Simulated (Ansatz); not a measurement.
Consider the redistribution: `[CH3][Al]([F])[BH]O` + `OCS[SiH3]` → `OBS[SiH3]` + `[CH3][Al]([F])[CH2]O`.

Calculated with Ansatz (gas phase, PBE0-D4/def2-TZVP geometries, no zero-point term in ΔE). CCSD(T)/CBS is the MP2 limit (def2-TZVPP, def2-QZVPP) plus CCSD(T) − MP2 in def2-TZVPP, frozen cores. DFT in def2-TZVPP. B3LYP here is the variant with VWN-RPA as its local correlation; programs differ in this. Each species was taken in one conformer, which may not be the lowest.

| level | ΔE (eV) |
| --- | --- |
| r2SCAN-D4 | -1.36 |
| PBE0-D4 | -1.28 |
| B3LYP-D4 | -1.30 |
| B2PLYP | -1.32 |
| r2SCAN | -1.36 |
| PBE0 | -1.28 |
| CCSD/def2-TZVPP | -1.28 |
| HF/CBS(def2) | -1.23 |

Q: What does CCSD(T)/CBS give? (Best estimate.)

A: Computed: -1.29 eV. The listed levels differ from it by -0.07, 0.01, -0.01, -0.03, -0.07, 0.01, 0.01, 0.06 eV.

Largest T1 diagnostic among the species: 0.014.

In def2-TZVPP, CCSD(T) changes the Hartree–Fock value by −0.06 eV (the triples alone add −0.01 eV) and MP2 by −0.14 eV.
